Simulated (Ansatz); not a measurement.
C$_{2}$H$_{7}$FO$_{2}$Si (SMILES CO[Si](C)(O)F), singlet, geometry from GFN2-xTB, with bond 12-4 at 1.4 times its length; SC-NEVPT2/STO-3G, CASSCF(4,3) (Ansatz, a program for electronic structure).

The Ansatz input:
Ansatz 0.2 input:
```yaml
crystal:
  periodic: [false, false, false]
  atoms:
    - {symbol: C, position_ang: [2.21258192, -0.53945164, -0.51728818]}
    - {symbol: O, position_ang: [1.25101132, 0.31149816, 0.04528465]}
    - {symbol: Si, position_ang: [-0.35760718, 0.12986255, 0.09796693]}
    - {symbol: C, position_ang: [-1.03750399, -1.35169305, 1.04370757]}
    - {symbol: O, position_ang: [-0.95639348, 1.47992517, 0.73631244]}
    - {symbol: F, position_ang: [-0.85083548, 0.01176277, -1.44441174]}
    - {symbol: H, position_ang: [1.95295925, -0.79097953, -1.54709103]}
    - {symbol: H, position_ang: [3.16745948, -0.01389506, -0.50064854]}
    - {symbol: H, position_ang: [2.29641912, -1.46060230, 0.06307163]}
    - {symbol: H, position_ang: [-2.11984727, -1.30845626, 1.10052641]}
    - {symbol: H, position_ang: [-0.65652341, -1.38105219, 2.05956819]}
    - {symbol: H, position_ang: [-0.66354313, -2.66138076, 0.36614092]}
    - {symbol: H, position_ang: [-0.61346877, 2.33371036, 0.48171772]}
basis:
  gaussian:
    orbitals: STO-3G
magnetization: {spin_polarized: false}
correlation: {method: sc_nevpt2, electrons: all, active_space: {window: {electrons: 4, orbitals: 3}}}
```

What the program printed (banner, timings and long lists left out):

```
Functional definition: HF
553 factors; integrals over basis functions are off by at most 3.5e-5 eV
mean field evaluation 1: about -16600.7658 eV, gradient 3.1e1 eV
mean field evaluation 2: about -16600.9551 eV, gradient 3.1e1 eV
mean field evaluation 4: about -16604.4706 eV, gradient 1.8e0 eV
mean field evaluation 8: about -16604.4861 eV, gradient 4.5e-5 eV
mean field -16604.48612893 eV, -610.2036103133 hartree, gradient 2.9e-6 eV, S^2 0.000000; 0 other end points of the search recorded, 0 dependent functions left out
reference -16604.48612893 eV, -610.2036103133 hartree; 29, 29 occupied and 12, 12 virtual orbitals, 553 factors
state -16605.56875289 eV, -610.2433960098 hartree
state -16605.56875289 eV, -610.2433960098 hartree; corrected -16611.20076768 eV, -610.4503687358 hartree
Total energy: -16611.20076768 eV, -610.4503687358 hartree
```
